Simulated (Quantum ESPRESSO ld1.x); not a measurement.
Results of a calculation; reference values are marked as such.
Q: All-electron atom: Ag V in [Kr] 4d7 (the NIST ground configuration). Code: ld1.x of Quantum ESPRESSO 7.5. Model: scalar-relativistic Kohn-Sham, BLYP, spin-unpolarised, spherical densities, point nucleus. Some entries of the table are withheld. Estimate them.

orbital,occ.,eigenvalue (hartree),<1/r> (bohr^-1)
1s,2,-933.170,49.44
2s,2,-139.231,(1)
2p,6,-125.118,10.85
3s,2,-27.2510,3.944
3p,6,(2),(3)
3d,10,(4),3.532
4s,2,-5.55142,1.534
4p,6,-4.18462,(5)
4d,7,-2.19588,1.100

A: 
(1) 2s <1/r> (bohr^-1): 11.23
(2) 3p eigenvalue (hartree): -22.6172
(3) 3p <1/r> (bohr^-1): 3.758
(4) 3d eigenvalue (hartree): -15.3093
(5) 4p <1/r> (bohr^-1): 1.390
